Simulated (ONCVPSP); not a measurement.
## Scattering properties, ONCV potential for chromium (Cr)

- Element: chromium (Cr)
- Generator: ONCVPSP 4.0.1
- Type: optimised norm-conserving Vanderbilt (ONCV)
- Functional: LDA (Perdew-Zunger)
- Relativity: scalar-relativistic
- Frozen core: [Ne]
- Valence charge: 14
- Reference configuration: 3s2 3p6 3d5 4s1
- Partial waves: 3s+4s: rc 1.45 bohr, ncon 4, nbas 8, qcut 10.2 1/bohr, 2 projectors; 3p: rc 1.30 bohr, ncon 4, nbas 9, qcut 11.1 1/bohr, 1 projector; 3d: rc 1.75 bohr, ncon 4, nbas 8, qcut 7.5 1/bohr, 1 projector
- Local potential: polynomial inside 1.30 bohr (lpopt 5, dvloc0 3 Ha)
- Core correction: Teter function, fcfact 5.5, rcfact 1.6

The phase is arctan(r·R′/R) of the radial function R(r), unwrapped; energies in Ha, scanned from -4 to 5 Ha. A pole is an energy at which the radial function vanishes at the test radius. The pseudo phase is shifted by a multiple of π to meet the all-electron one at the reference energy, and phase errors are pseudo minus all-electron; the curves can meet again beyond the range given. Levels narrower than the energy grid can be missing from the lists of poles.

```
channel  radius (bohr)  reference energy (Ha)  poles, all-electron  poles, pseudo  unbroken range about the reference energy with phases within 0.05 rad  phase error 1 Ha above the reference energy (rad)
      s           1.47                  -0.15                -2.11          -2.11                                                        the whole range                                             -0.000
      p           1.32                  -1.67                -0.41          -0.39                                                              below 2.5                                             +0.002
      d           1.78                  -0.12                 0.37           0.39                                                              below 0.9                                             +0.047
```

Phases in the s channel:

```csv
E (Ha),all-electron,pseudo
-3.98,0.843,0.843
-3.50,0.227,0.227
-3.02,-0.941,-0.941
-2.54,-1.407,-1.407
-2.06,-1.585,-1.585
-1.58,-1.688,-1.688
-1.10,-1.767,-1.767
-0.62,-1.843,-1.843
-0.14,-1.928,-1.928
0.34,-2.039,-2.039
0.82,-2.205,-2.205
1.30,-2.479,-2.479
1.78,-2.941,-2.941
2.26,-3.515,-3.516
2.74,-3.939,-3.941
3.22,-4.185,-4.186
3.70,-4.331,-4.332
4.18,-4.425,-4.426
4.66,-4.491,-4.492
```
